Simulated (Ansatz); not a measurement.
Gas-phase electronic energies from Ansatz, PBE0-D4/def2-TZVP geometries. CCSD(T)/CBS adds triple-zeta CCSD(T) − MP2 to the extrapolated MP2 energy (def2 sets, frozen cores). This one scheme is used for every species. DFT in def2-TZVPP. B3LYP here is the variant with VWN-RPA as its local correlation; programs differ in this. Elements past krypton have def2 core potentials. For Te outer-core shells are correlated without core-valence functions, which leaves a few kJ/mol of doubt a bond. Each species was taken in one conformer, which may not be the lowest.

`FC[TeH]` + `CC(O)O` → `CC(O)(O)[TeH]` + `CF`  (formal exchange of groups at a Te–C bond)

`FC[TeH]`:

Z-matrix (Å, degrees):
```
C
Te 1 2.145
F 1 1.369 2 113.1
H 1 1.090 2 108.4 3 121.2
H 1 1.091 2 106.4 3 -119.8
H 2 1.657 1 93.1 3 -81.4
```

`CC(O)O`:

Cartesian coordinates in Å:
```
C -0.118 0.511 -0.977
C -0.213 -0.362 0.249
O -0.477 0.481 1.339
O 0.942 -1.127 0.464
H 0.100 -0.100 -1.854
H -1.053 1.049 -1.138
H 0.680 1.247 -0.846
H -1.010 -1.108 0.135
H -0.540 -0.072 2.124
H 1.689 -0.520 0.504
```

`CC(O)(O)[TeH]`:

Cartesian coordinates in Å:
```
C 1.190 0.159 0.352
C -0.308 0.014 0.269
O -0.866 0.498 1.425
O -0.727 -1.302 0.119
Te -1.108 1.282 -1.424
H 1.548 -0.454 1.185
H 1.661 -0.175 -0.573
H 1.462 1.199 0.522
H -1.790 0.223 1.442
H -0.421 -1.642 -0.727
H -0.641 0.195 -2.591
```

`CF`:

```xyz
5

C    -0.008    0.020    0.057
F     0.169   -0.425   -1.233
H    -0.606   -0.710    0.607
H    -0.524    0.982    0.036
H     0.969    0.133    0.533
```

Q: Is it downhill or uphill in electronic energy at CCSD(T)/CBS, and by how much? (An estimate is asked.)

A: Ansatz gave: Uphill: ΔE = +0.06 eV.

Q: What do these levels give: r2SCAN-D4, r2SCANh-D4, CAM-B3LYP-D4, ωB97X-V, ωB97M-V, PBE, BLYP, B3LYP, RPA@PBE/def2-TZVPP, HF/def2-TZVPP, SCS-MP2/def2-TZVPP, MP2/CBS(def2)? (Estimate.)

A: Ansatz gave: r2SCAN-D4 0.03, r2SCANh-D4 0.05, CAM-B3LYP-D4 0.11, ωB97X-V 0.13, ωB97M-V 0.11, PBE 0.09, BLYP 0.12, B3LYP 0.14, RPA@PBE/def2-TZVPP 0.08, HF/def2-TZVPP 0.22, SCS-MP2/def2-TZVPP 0.07, MP2/CBS(def2) 0.01 eV.

Largest T1 diagnostic among the species: 0.012.

In def2-TZVPP, CCSD(T) changes the Hartree–Fock value by −0.14 eV (the triples alone add −0.04 eV) and MP2 by −0.19 eV. From r2SCAN to r2SCAN0 (25 % exact exchange), in def2-TZVPP and without D4, ΔE moves by +0.04 eV.
